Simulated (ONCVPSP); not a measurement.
# Cl, ONCV: configuration errors across variants

* Element: Cl
* Generator: ONCVPSP 4.0.1
* Type: optimised norm-conserving Vanderbilt (ONCV)
* Functional: PBE
* Relativity: scalar-relativistic
* Frozen core: [Ne]
* Valence charge: 7
* Reference configuration: 3s1.5 3p5.5
* Partial waves: 3s: rc 1.20 bohr, ncon 4, nbas 9, qcut 5.3 1/bohr, 3 projectors, debl 3.7 Ha; 3p: rc 1.25 bohr, ncon 4, nbas 8, qcut 7.1 1/bohr, 1 projector; d scattering state at 0.23 Ha: rc 1.30 bohr, ncon 3, nbas 6, qcut 7.8 1/bohr, 2 projectors, debl 1 Ha
* Local potential: polynomial inside 0.90 bohr (lpopt 5, dvloc0 0 Ha)
* Core correction: polynomial model core, fcfact 0.5

All-electron excitation energies from the reference (eV): (1) 3s2 3p5 -6.063; (2) 3s2 3p4 7.813; (3) 3s2 3p3 33.259; (4) 3s1 3p5 20.522.

A true bound ghost makes a file unfit for plane-wave use even where its test errors are small: the radial tests pick states by their node count and pass the ghost by.

Errors AE − PS in meV (a dash: test not solved or not reliable):

```json
{"change": "base", "(1)": "+0.4", "(2)": "+3.0", "(3)": "+26", "(4)": "+6.4", "bound ghosts": "s", "GHOST(+) flags above zero": "s, d"}
{"change": "s: ncon 3, nbas 8", "(1)": "-0.6", "(2)": "+2.1", "(3)": "+25", "(4)": "+7.1", "bound ghosts": "none", "GHOST(+) flags above zero": "s, d"}
{"change": "d: rc 1.2, qcut 8.4", "(1)": "+0.4", "(2)": "+3.0", "(3)": "+26", "(4)": "+6.4", "bound ghosts": "s", "GHOST(+) flags above zero": "s, d"}
```

Task: Give the same row for: all radii but the core radius scaled by about 0.87 (s 1.04, p 1.08, d 1.14 bohr); local potential polynomial inside 0.78 bohr (lpopt 5, dvloc0 0 Ha).

Result: +0.5, +3.2, +24, +6.4; bound ghosts: s; GHOST(+) flags above zero: s.
